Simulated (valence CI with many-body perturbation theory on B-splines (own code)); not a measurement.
**Sn XXXVIII: input, log and results**

Calculated by configuration interaction combined with many-body perturbation theory (CI+MBPT): three valence electrons over a frozen Dirac-Fock core [Ne], a basis of 6 s, 6 p, 5 d, 3 f, 1 g functions for each j, with the one-electron correlation potential Σ1 (screened to all orders), the three-electron term Σ3, Breit, model QED; selected single and double excitations, second order for the rest, scaled by the run's own slope (own B-spline code, finite nucleus).

Command, and the settings that its task file holds:

```sh
python run_cv.py task.json out
```

```
atom Sn  Z=50  mass_number=120  rms_radius_fm=4.6519
core [Ne]
valence 3s2 3p1
avg = 1
basis = S
breit = 1
cap = 3000
capref = 1200
cscale = 1
de = 0.0
dress = 0
eps = 2e-08
extrap = 1
h = 0.27
hh = 1
l2 = 3
lcore = 6
maxit = 60
n2 = 5
natural = 1
nlev = 20
nno = [3, 3, 3, 2, 1]
nroot = 26
nsp = [3, 3, 2, 1, 0]
pt2 = 1
qed = 1
rpa = 1
s1 = 1
s2 = 0
s3 = 1
screen = 1
tol = 2e-05
whole = 1
```

It took 5.6 s on 1 thread of Intel(R) Xeon(R) 6975P-C (Granite Rapids), on a shared host.

Log. The first blocks belong to the next ion, which gives the ionisation energy. Fields: 2J, parity (1 odd), roots, reference size, generating configurations, candidates as configurations/state functions, variational space P, stored matrix elements, Davidson steps; e2 is the range of second-order energies in hartree. The first line gives the box (bohr), its intervals, the orbitals and the steps of their self-consistent field. Window is the range of levels sought, series limit the energy at which the first omitted orbital would enter, core excitation an estimate of the first excitation out of the core, left out the lowest levels not solved, and shifts from estimates the range by which levels moved from their first estimate, all in cm⁻¹.

```
rmax 2.2 intervals 56 orbitals 36 references ['3s2 3p', '3s 3p2', '3s2 3d', '3p3', '3s 3p 3d'] scf 3 t 0.5
2J=0 par=0 roots 2 ref 15 generators 4 cand 92/92 P 107/107 nnz 0 it 0
   second order: generators 7 cand 0/0 e2 -0.00000 -0.00000
reference levels 467, estimated 44, window 2366057 1/cm; series limit 13596134, core excitation 28753330
2J=1 par=1 roots 3 ref 37 generators 8 cand 406/563 P 436/600 nnz 0 it 0
2J=1 par=1 roots 3 ref 37 generators 9 cand 677/1063 P 1113/1663 nnz 0 it 5
   second order: generators 13 cand 461/690 e2 -0.00000 -0.00000
2J=3 par=1 roots 6 ref 60 generators 13 cand 280/524 P 318/584 nnz 0 it 0
2J=3 par=1 roots 6 ref 60 generators 14 cand 995/2153 P 1313/2737 nnz 1.2e+06 it 6
   second order: generators 17 cand 518/1148 e2 -0.00000 -0.00000
2J=1 par=0 roots 3 ref 47 generators 9 cand 382/553 P 419/600 nnz 0 it 0
2J=1 par=0 roots 3 ref 47 generators 9 cand 576/880 P 995/1480 nnz 0 it 5
   second order: generators 11 cand 339/500 e2 -0.00000 -0.00000
2J=3 par=0 roots 5 ref 73 generators 11 cand 271/521 P 315/594 nnz 0 it 0
2J=3 par=0 roots 5 ref 73 generators 13 cand 941/1983 P 1256/2577 nnz 1.1e+06 it 5
   second order: generators 18 cand 770/1799 e2 -0.00000 -0.00000
2J=5 par=0 roots 4 ref 71 generators 11 cand 262/494 P 305/565 nnz 0 it 0
2J=5 par=0 roots 4 ref 71 generators 13 cand 933/2121 P 1238/2686 nnz 1.2e+06 it 5
   second order: generators 17 cand 620/1721 e2 -0.00001 -0.00000
2J=5 par=1 roots 4 ref 55 generators 9 cand 280/541 P 314/596 nnz 0 it 0
2J=5 par=1 roots 4 ref 55 generators 11 cand 938/2247 P 1252/2843 nnz 1.4e+06 it 5
   second order: generators 14 cand 604/1575 e2 -0.00000 -0.00000
2J=7 par=1 roots 2 ref 36 generators 4 cand 336/562 P 361/598 nnz 0 it 0
2J=7 par=1 roots 2 ref 36 generators 7 cand 704/1738 P 1065/2336 nnz 0 it 5
   second order: generators 7 cand 135/320 e2 -0.00000 -0.00000
left out: unestimated 3431675, estimated 2660602, shifts from estimates -77 to 113
operators 0.4
```

The Davidson iterations converged.

The last digits are not significant, and no measured levels were compared; by estimate large intervals hold to a few tenths of a per cent, small ones and those within an open d or f shell to about a per cent.

```yaml
Valence_energy: -292.9206 hartree
Ionisation_energy: "2524.2 eV (NIST: 2499 ± 11 eV (semi-empirical))"
Reference_configurations_for_the_orbitals: 3s2 3p, 3s 3p2, 3s2 3d, 3p3, 3s 3p 3d
Radial_orbitals: 36
Box_radius: 2.218 bohr
Largest_variational_space: 2843
Lowest_levels: (3s^2 3p1/2) J=1/2 0.00, (3s^2 3p3/2) J=3/2 57.54, (3s 3p1/2^2) J=1/2 89.50, (3s 3p1/2 3p3/2) J=3/2 [a] 132.15, (3s 3p1/2 3p3/2) J=5/2 142.03, (3s 3p1/2 3p3/2) J=3/2 [b] 156.29, (3s 3p1/2 3p3/2) J=1/2 165.12, (3s 3p3/2^2) J=5/2 191.06, (3s^2 3d3/2) J=3/2 198.21, (3s^2 3d5/2) J=5/2 216.42, (3s 3p3/2^2) J=1/2 222.91, (3s 3p3/2^2) J=3/2 228.08, (3p1/2^2 3p3/2) J=3/2 249.20, (3s 3p1/2 3d3/2) J=3/2 [a] 262.63 eV
```

Levels are named by their leading jj configuration (3d3/2^4 stands for four electrons in 3d with j = 3/2), which in mixed levels can hold well under half, so a name can repeat and another be missing. Letters in brackets count levels of one name in rising energy.
